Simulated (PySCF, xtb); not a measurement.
Te(OMe)(NH2) (CH5NOTe), SMILES CO[Te]N. Other conformers were not sampled.

Harmonic wavenumbers (cm⁻¹) from GFN2-xTB (xtb) at its own minimum, in rising order: 67, 118, 194, 233, 277, 464, 517, 710, 860, 1041, 1134, 1142, 1413, 1478, 1486, 1489, 2923, 2943, 2977, 3386, 3422.

Problem. What does PBE-D3(BJ)/def2-SVP (PySCF) give at its own minimum? (An estimate is asked for; the answer gives what the named calculation found.)

Solution. 82, 120, 210, 263, 425, 464, 510, 665, 873, 1047, 1125, 1133, 1393, 1403, 1426, 1483, 2894, 2962, 3011, 3430, 3545. Paired by order, the mean absolute difference is 34 cm⁻¹ and the zero-point energies are 40.4 and 40.7 kcal/mol.
